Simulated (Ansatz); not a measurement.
```xyz
8

O    -0.035    1.742   -0.804
Si    0.281    0.534    0.266
B     0.727   -1.250   -0.241
N    -0.593   -0.962    0.093
H    -0.453    2.531   -0.457
H     0.225    1.112    1.634
H     1.304   -2.220   -0.612
H    -1.456   -1.487    0.120
```

The species carries charge 0 and has multiplicity 1.

Task: List the ωB97M-V/def2-TZVPP orbital energies in eV (Ansatz). (Best estimate.)

Result: The calculation gave: Occupied: -1807.31, -526.19, -394.62, -187.70, -148.28, -102.44, -102.40, -102.35, -30.94, -27.00, -19.04, -17.45, -15.56, -14.50, -12.91, -12.67, -11.64, -11.17, -9.06. Lowest empty: 1.57, 2.23, 2.26, 2.69, 3.52, 3.76, 4.27, 4.41.
